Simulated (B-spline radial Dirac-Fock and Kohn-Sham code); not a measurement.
Tm²⁹⁺: eigenvalues, ΔSCF and the reference

System: the Tm²⁹⁺ ion, configuration 1s2 2s2 2p6 3s2 3p6 3d10 4s2 4p6 4d4.

The density-functional columns are spherical, spin-unpolarised Dirac-Kohn-Sham results without Breit or QED terms: −ε is minus the orbital energy of the initial state and ΔSCF the difference of two total energies. The reference in the last column comes from ΔSCF Dirac-Fock with Breit, self-energy and vacuum polarisation, finite nucleus, configuration average. All numbers are from a radial B-spline solver, in eV; a selection of levels is shown. The Kohn-Sham columns are given as differences from the reference. For the 1s level of heavy atoms much of the gap between ΔSCF and the reference is the Breit and QED part, -277.4 eV here; for other levels the error of the functional can be larger.

| level | LDA −ε − DF | LDA ΔSCF − DF | Dirac-Fock |
| --- | --- | --- | --- |
| 1s | -263.6 | +263.7 | 60467.3 |
| 2s | -173.9 | -59.6 | 11207.2 |
| 2p1/2 | -131.4 | +8.6 | 10702.2 |
| 2p3/2 | -141.5 | -15.6 | 9733.3 |
| 3s | -96.3 | -49.1 | 3374.5 |
| 3p1/2 | -79.6 | -30.3 | 3155.6 |
| 3p3/2 | -78.2 | -31.5 | 2944.1 |
| 3d3/2 | -55.1 | -2.3 | 2577.1 |
| 3d5/2 | -56.0 | -4.2 | 2532.0 |
| 4s | -39.8 | -15.2 | 1412.1 |
| 4p1/2 | -27.3 | -2.6 | 1315.2 |
| 4p3/2 | -27.7 | -4.1 | 1255.2 |
| 4d | -21.3 | +2.5 | 1102.1 |

Values without a named source are computed, but for edge energies of neutral atoms, which are taken from tables.
